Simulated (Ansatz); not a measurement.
The cluster B₅⁺, relaxed as a singlet with RKS B3LYP-D4/def2-SVP in Ansatz, starting from the GFN1-xTB geometry. Force threshold 0.02 eV/Å.

The restricted singlet is unstable towards broken spin symmetry in Hartree–Fock (as tested in another run); at B3LYP-D4/def2-SVP this wasn't settled. Another isomer (singlet) lies 4.29 eV lower at PBE0-D4/def2-TZVP; other spin states weren't run for this one.

Start:

Cartesian coordinates in Å:
```
B 0.8502 -0.2582 1.4591
B -0.8216 0.2792 -1.4718
B 0.0510 -0.8976 -1.4524
B -0.0572 -0.0419 0.0250
B -0.0224 0.9185 1.4402
```

```csv
step,energy (eV),largest force component (eV/Å),SCF passes
1,-3357.9598,3.849,27
2,-3358.3604,1.192,34
3,-3358.3794,0.566,35
4,-3358.4204,0.010,34
```

Force components are those of the run's own axes.

End:

| atom | x (Å) | y (Å) | z (Å) |
| --- | --- | --- | --- |
| B1 | 0.8672 | -0.3229 | 1.4340 |
| B2 | -0.8611 | 0.3273 | -1.4367 |
| B3 | 0.0838 | -0.9496 | -1.4156 |
| B4 | -0.0099 | -0.0072 | 0.0043 |
| B5 | -0.0801 | 0.9524 | 1.4140 |

By distances, no bond broke or formed. The bond that changes most is B1–B5, from 1.46 to 1.59 Å (atoms count from 1).

No frequencies were taken in this run, so the end may be a saddle point.

It took 1.6 s on 4 threads of AMD EPYC 9R45 on a shared host.
